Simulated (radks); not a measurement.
Valence configurations of Xe II (all share [Kr]). Calculated with a radial shooting solver on a logarithmic mesh with Libxc functionals: scalar-relativistic Kohn-Sham, PBE, spin-polarised, spherical densities, finite nucleus; open shells are filled with parallel spins first (spin-orbit coupling, left out, can overturn this in heavy ions); Fermi nuclear charge, rms radius 4.7859 fm. Energies are relative to 4d10 5s2 5p5; eigenvalues in eV for spin up.

valence,E (eV),moment (Bohr magnetons),e(4d),e(5p),e(5s)
4d10 5s2 5p5,0.000,1,-69.461,-17.341,-29.401
4d9.5 5s2 5p5.5,26.946,1,-73.199,-17.921,-30.377
4d9 5s2 5p6,55.089,1,-76.932,-18.491,-31.330
4d10 5s1 5p6,12.111,1,-70.832,-17.921,-30.208
4d10 5s1.5 5p5.5,6.047,1,-70.149,-17.632,-29.806

NIST lists [Kr] 4d10 5s2 5p5 as the ground configuration; this level of theory agrees among the configurations tried. The energies are those of spherical high-spin densities, not of single terms.
